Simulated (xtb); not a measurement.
Here is a job for xtb.
```
$ xtb coord --gfn 0 --json

# file coord
$coord
      0.0000000000       0.0000000000      -0.0000000000  b
     -2.1464712890      -0.1076196382      -0.4725604672  h
      0.7975908095      -1.0763814432       1.7457050889  h
      1.3488804795       1.1840010815      -1.2731446217  h
$end
```

Question: What is the computed partial charges in atom order (xtb 6.7.1 with GFN0-xTB)?

Answer: B1 -0.20, H2 0.07, H3 0.07, H4 0.07

Question: Predict the HOMO-LUMO gap from GFN0-xTB.

Answer: 6.17 eV

Question: Predict the total energy from GFN0-xTB.

Answer: -2.9939 Eh
